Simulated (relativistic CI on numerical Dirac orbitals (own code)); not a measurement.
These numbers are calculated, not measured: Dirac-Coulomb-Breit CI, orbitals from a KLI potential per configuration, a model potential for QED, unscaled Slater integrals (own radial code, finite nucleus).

The strongest absorption lines from the ground level of an ion, among the configurations computed and to levels below about 2710 eV (vacuum wavelength in nm, gf): 0.46064 (0.051), 0.46252 (0.03), 0.53104 (0.11), 0.53543 (0.066), 0.74284 (0.36), 0.76021 (0.24), 6.3089 (0.43), 12.055 (0.11).

(1) Which ion is it?
A. Sb XLI
B. Pr XLIX
C. Cs XLVII
D. Cs XLV

Results:

(1) D. Cs XLV has 11 electrons and the ground level 3s ²S1/2; the strongest line goes to 3p ²P°3/2. The pattern of lines fixes the number of electrons, and along that sequence the line energies rise steadily with the charge (about as its square where n changes within one kind of shell, about linearly where n is kept but much faster in heavy ions where fine structure, which grows about as Z⁴, sets the gap, and irregularly where shells cross), which fixes Z. Configurations outside the model, such as inner-shell arrays, can give stronger lines. At this charge energies of transitions that change n are usually good to better than 1 %, and those within a shell (Δn = 0) to a few per cent.
